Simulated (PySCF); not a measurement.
Working out the ionisation energy of Ar²⁺

Ar²⁺ [Ne] 3s2 3p4 (3P) → Ar³⁺ [Ne] 3s2 3p3 (4S). Calculation: PySCF 2.14, in aug-cc-pVDZ-DK; scalar relativity by spin-free X2C-1e. Frozen: [Ne]. Energies in hartree (1 hartree = 27.21139 eV):

| part | Ar²⁺ (lower) | Ar³⁺ (upper) |
| --- | --- | --- |
| UHF | -527.098655 | -525.654414 |
| MP2 opposite-spin | -0.069355 | -0.054940 |
| MP2 same-spin | -0.022322 | -0.018811 |

Task: What does Hartree-Fock give?

Result: (-525.654414) − (-527.098655) = 1.444241 hartree = 39.300 eV.

Task: What do MP2 and SCS-MP2 (6/5 opposite-spin, 1/3 same-spin) give?

Result: The opposite-spin parts differ by 0.392 eV and the same-spin parts by 0.096 eV. MP2: 39.300 + (0.392) + (0.096) = 39.788 eV. SCS-MP2: 39.300 + 1.2 × (0.392) + (0.096)/3 = 39.802 eV.

A first-order spin-orbit estimate adds 0.063 eV to MP2 (valence), giving 39.851 eV against 40.735 ± 0.012 eV (semi-empirical (NIST evaluation); NIST Atomic Spectra Database, ionization energies).

A double-zeta basis recovers only part of the correlation energy.

What remains against the reference includes basis incompleteness, the frozen core and correlation beyond second order.
